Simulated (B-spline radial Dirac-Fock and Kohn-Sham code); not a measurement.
# X-ray form factors of technetium in several charge states

Method: relativistic Hartree-Fock (Dirac-Fock) wave functions, averaged over the configuration. Computed with an atomic code on a B-spline grid.

Configurations: Tc¹⁹⁺ [Ar] 3d6; Tc²⁰⁺ [Ar] 3d5; Tc²¹⁺ [Ar] 3d4. The first column is f₀ of Tc¹⁹⁺, the others are differences from it.

| s (Å⁻¹) | Tc¹⁹⁺ | Δ Tc²⁰⁺ | Δ Tc²¹⁺ |
| --- | --- | --- | --- |
| 0 | 24.000 | -1.000 | -2.000 |
| 0.1 | 23.816 | -0.985 | -1.970 |
| 0.2 | 23.276 | -0.940 | -1.883 |
| 0.3 | 22.415 | -0.870 | -1.747 |
| 0.4 | 21.288 | -0.780 | -1.572 |
| 0.5 | 19.961 | -0.679 | -1.374 |
| 0.7 | 16.999 | -0.468 | -0.958 |
| 0.9 | 14.059 | -0.283 | -0.591 |
| 1.1 | 11.511 | -0.148 | -0.317 |
| 1.4 | 8.723 | -0.036 | -0.083 |
